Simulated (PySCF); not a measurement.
# Radial density of Ca (calcium, neutral)

r2SCANh, [Ar] 3d1 4s1, 4s spin antiparallel (an excited configuration). All numbers are calculated (PySCF 2.14, no relativity, point nucleus, in dyall-av2z (17s13p4d, 76 functions)).

```csv
r (bohr),4πr²ρ (e/bohr),4πr²(ρα − ρβ)
0.00161,0.1621,-0.0001
0.00271,0.4395,-0.0002
0.00455,1.155,-0.0004
0.00766,2.887,-0.0010
0.0129,6.627,-0.0023
0.0217,13.23,-0.0045
0.0364,20.93,-0.0064
0.0613,23.10,-0.0047
0.103,17.83,-0.0021
0.173,20.07,-0.0155
0.292,23.75,-0.0189
0.491,9.625,0.0024
0.825,6.965,-0.0181
1.39,5.690,0.1521
2.33,1.018,-0.0075
3.93,0.4642,-0.1155
6.61,0.1465,0.0342
11.1,0.005977,0.0045
```

With the s spin flipped the determinant is a mixture of two multiplicities, not a spectroscopic state.
